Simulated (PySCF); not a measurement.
**Frontier orbitals and the lowest excitations**

Compound: C2H8OSi2.
Cartesian coordinates in Å at the GFN2-xTB level; atoms count from 1:
```xyz
13
C2H8OSi2 angstrom
O     -0.071    1.763   -1.131
C     -0.353    0.658   -0.712
Si    -2.090    0.321    0.041
C      0.626   -0.463   -0.735
Si     1.785   -0.295    0.780
H     -1.899   -0.184    1.402
H     -2.717   -0.723   -0.773
H     -2.854    1.561    0.017
H      1.248   -0.397   -1.629
H      0.119   -1.426   -0.716
H      2.748   -1.397    0.706
H      0.987   -0.411    2.002
H      2.469    0.993    0.730
```

The calculation used PySCF 2.14.0, density-fitted response routines, TDDFT CAM-B3LYP/def2-SVPD, vertical, gas phase, core orbitals frozen in the response.

Kohn–Sham orbitals with the atoms that hold most of them (Löwdin shares over 4%, at most four atoms; ? is withheld):

```tsv
orbital	ε (eV)	atoms
HOMO-3	-11.46	Si5 39%, H11 29%, H13 13%, H12 6%
HOMO-2	-11.26	Si5 25%, H13 17%, Si3 12%, H12 12%
HOMO-1	-10.64	C4 29%, O1 24%, Si5 19%, C2 9%
HOMO	-8.31	?
LUMO	?	?
LUMO+1	0.89	Si3 25%, Si5 21%, C4 9%, H10 8%
LUMO+2	1.37	Si5 38%, Si3 12%, H12 10%, H13 9%
```

(1) Which atoms hold the HOMO, and with what shares?

(2) Give the leading atoms of the LUMO.

(3) What is the LUMO energy, and the HOMO–LUMO gap?

## Answers

(1) O1 (bonded to C) 52%; C2 (bonded to C, O and Si) 17%; Si3 (bonded to C and 3 H) 12%; C4 (bonded to C, Si and 2 H) 10%. By element: oxygen 52%, carbon 28%, silicon 12% or more.

(2) C2 (bonded to C, O and Si) 33%; O1 (bonded to C) 29%; Si3 (bonded to C and 3 H) 10%; C4 (bonded to C, Si and 2 H) 8%. By element: carbon 41%, oxygen 29%, silicon 10% or more.

(3) ε(LUMO) = -0.15 eV; the gap is 8.16 eV (0.2999 hartree).

Q: The HOMO–LUMO gap is 8.16 eV. Where does the response calculation put the lowest singlet, and from which orbitals?

A: S1 is at 3.53 eV (f = 0.0007), 4.63 eV below the gap, made of HOMO→LUMO (95%). 

Q: Give energy, strength and leading configuration of S1 and S2, and follow the Löwdin shares of the leading atoms from the occupied to the empty orbital.

A: 
- S1 (3.53 eV, f 0.0007), HOMO→LUMO (95%): O1 52% → 29%, C2 17% → 33%; low, almost dark, from the terminal oxygen into the C=O bond, the pattern of n→π*
- S2 (6.33 eV, f 0.0010), HOMO→LUMO+1 (78%): O1 52% → at most 8%, C2 17% → at most 8%, Si3 12% → 25%, Si5 at most 9% → 21%

Löwdin shares depend on the basis, the more so with diffuse functions.

On one thread of an Arm Neoverse N1, shared host with 64 logical CPUs at a one-minute load of 58, this took 43 s of wall time and 0.76 GiB of memory at its peak.

One conformer stands for the species.
